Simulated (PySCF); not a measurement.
Al(H)(OMe)2 (C2H7AlO2), SMILES C[O][AlH][O]C.

The structure is a stationary point at B3LYP-D3(BJ)/def2-SVP. The structure was generated by enumeration; whether it is a known compound was not checked. The values are those of a single conformer.

Method: HF/def2-TZVP (PySCF).

Isolated molecule, no solvent.

```
Item                                                                                                           Result
---------------------------------------------------------------------------------------------  ----------------------
total energy                                                                                       -471.64203 hartree
point group                                                                                                       C2v
highest occupied level                                                                                      -11.84 eV
lowest empty level                                                                                            2.44 eV
orbital gap                                                                                                  14.28 eV
dipole moment                                                                                                  1.87 D
quadrupole, principal values (traceless, Buckingham form, about the centre of nuclear charge)  -2.86, -2.20, 5.06 D·Å
mean static polarisability                                                                       50.6 bohr³ (7.50 Å³)
polarisability, principal values                                                               44.1, 53.4, 54.5 bohr³
```
